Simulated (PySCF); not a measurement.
Vertical excitations of a molecule CH4ClFOSi2 from TDDFT-ωB97X/def2-SVPD (PySCF), as energy in eV (oscillator strength): 2.46 (0.000), 6.19 (0.035), 6.77 (0.003), 7.02 (0.064), 7.17 (0.009), 7.43 (0.005), 7.44 (0.181), 7.52 (0.010), 7.69 (0.079), 7.80 (0.041). Lowest triplet (TDA): 1.83 eV. Coordinates come from a TPSSh-D3(BJ)/def2-SVP optimisation. Other conformers were not sampled.

**Question.** Which molecule gave these data?
(A) F[Si@@H]1CO[Si@H]1Cl
(B) O=C([SiH3])[Si@@H](F)Cl
(C) O=C([SiH2]F)[SiH2]Cl
(D) O=C[SiH2][Si@@H](F)Cl

**Answer.** B, O=C([SiH3])[Si@@H](F)Cl
